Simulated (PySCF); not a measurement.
Electron correlation in Cu (copper, neutral)

[Ar] 3d10 4s1, 2S determinant. Calculation: PySCF 2.14, in 6-31G*; the non-relativistic Hamiltonian (point nucleus). Frozen: [Ar]; 11 electrons correlated.

MP2 pair energies summed by pair of shells (mhartree):

```json
{"pair": "3d-3d", "energy": "-243.51", "share (%)": "95.5"}
{"pair": "3d-4s", "energy": "-11.57", "share (%)": "4.5"}
```

Total MP2 correlation energy: -255.07 mhartree.

Same-spin part -93.42 and opposite-spin part -161.66 mhartree; SCS-MP2 scales them by 1/3 and 6/5 to -225.13 mhartree.

```
  level  correlation energy (mhartree)
   CCSD                        -227.61
    (T)                          -7.29
CCSD(T)                        -234.90
```

Diagnostics: T1 = 0.0091, D1 = 0.0342, largest double amplitude 0.032.

Cost of the coupled-cluster step: 0.72 s of wall time on 1 thread of Neoverse-N1 (shared host), for 11 correlated electrons.

Iterations:

```
CC2 = 0
CCSD nocc = (np.int64(6), np.int64(5)), nmo = (25, 25)
frozen orbitals [[0, 1, 2, 3, 4, 5, 6, 7, 8], [0, 1, 2, 3, 4, 5, 6, 7, 8]]
max_cycle = 100
direct = 0
conv_tol = 1e-08
conv_tol_normt = 1e-06
diis_space = 8
diis_start_cycle = 0
Init t2, MP2 energy = -0.255073551677296
Init E_corr(UCCSD) = -0.255073551705814
cycle = 1  E_corr(UCCSD) = -0.219074579517585  dE = 0.0359989722  norm(t1,t2) = 0.0537615
cycle = 2  E_corr(UCCSD) = -0.228560689611116  dE = -0.00948611009  norm(t1,t2) = 0.0180502
cycle = 3  E_corr(UCCSD) = -0.226954320906403  dE = 0.0016063687  norm(t1,t2) = 0.00721022
cycle = 4  E_corr(UCCSD) = -0.22758039432794  dE = -0.000626073422  norm(t1,t2) = 0.00356907
cycle = 5  E_corr(UCCSD) = -0.227618216954742  dE = -3.78226268e-05  norm(t1,t2) = 0.000573552
cycle = 6  E_corr(UCCSD) = -0.22761725796943  dE = 9.58985313e-07  norm(t1,t2) = 0.000322502
cycle = 7  E_corr(UCCSD) = -0.227605201953173  dE = 1.20560163e-05  norm(t1,t2) = 5.35657e-05
cycle = 8  E_corr(UCCSD) = -0.227607248460415  dE = -2.04650724e-06  norm(t1,t2) = 1.15625e-05
cycle = 9  E_corr(UCCSD) = -0.227607676322004  dE = -4.27861588e-07  norm(t1,t2) = 4.05311e-06
cycle = 10  E_corr(UCCSD) = -0.227607594715153  dE = 8.16068506e-08  norm(t1,t2) = 7.62455e-07
cycle = 11  E_corr(UCCSD) = -0.227607602812009  dE = -8.0968556e-09  norm(t1,t2) = 2.09297e-07
UCCSD converged
E(UCCSD) = -1638.791366797291  E_corr = -0.2276076028120086
UCCSD(T) correction = -0.00728918171464579
```
